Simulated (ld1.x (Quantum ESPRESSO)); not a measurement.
**u(r) = r·R(r): atom against pseudo-atom (Sm (Z = 62))**

Columns: radius, all-electron u(r) and pseudo u(r) of the 5d shell (level -4.31 eV) of samarium in the configuration [Kr] 4d10 4f6 5s2 5p6 5d0 6s1.5 6p0; PBE, scalar-relativistic, ultrasoft scheme, ld1.x (Quantum ESPRESSO) 7.5.

| r (bohr) | all-electron | pseudo |
| --- | --- | --- |
| 0.180 | 0.1401 | 0.0009 |
| 0.360 | -0.1485 | 0.0067 |
| 0.540 | -0.2403 | 0.0218 |
| 0.720 | -0.1185 | 0.0490 |
| 0.900 | 0.0662 | 0.0895 |
| 1.080 | 0.2379 | 0.1424 |
| 1.260 | 0.3734 | 0.2050 |
| 1.440 | 0.4707 | 0.2732 |
| 1.620 | 0.5349 | 0.3420 |
| 1.800 | 0.5729 | 0.4063 |
| 1.980 | 0.5914 | 0.4614 |
| 2.160 | 0.5956 | 0.5040 |
| 2.340 | 0.5898 | 0.5321 |
| 2.520 | 0.5773 | 0.5455 |
| 2.700 | 0.5603 | 0.5458 |
| 2.880 | 0.5403 | 0.5354 |
| 3.060 | 0.5186 | 0.5178 |
| 3.240 | 0.4960 | 0.4962 |
| 3.420 | 0.4730 | 0.4731 |
| 3.600 | 0.4499 | 0.4499 |
| 3.780 | 0.4270 | 0.4270 |
| 3.960 | 0.4042 | 0.4042 |
| 4.140 | 0.3817 | 0.3817 |
| 4.320 | 0.3596 | 0.3596 |
| 4.500 | 0.3380 | 0.3380 |
| 4.680 | 0.3171 | 0.3171 |

**Question.** How many radial nodes do the two functions have?

**Answer.** The all-electron 5d function has n − l − 1 = 2; the pseudo-wave has 0, since the states of the same l below it are removed with the core.

**Question.** At about which radius was the pseudo-wave matched?

**Answer.** 3.60 bohr. The columns agree to 0.0005 from 3.24 bohr on; several derivatives are matched, so the curves merge somewhat inside the radius.

**Question.** Where does each function peak?

**Answer.** Outermost all-electron maximum near 2.16 bohr, pseudo maximum near 2.70 bohr (to the table’s step).

**Question.** Is the pseudo-wave norm-conserving?

**Answer.** No, it belongs to an ultrasoft set: the norm inside the radius is not constrained, and the difference is carried by the augmentation charge.
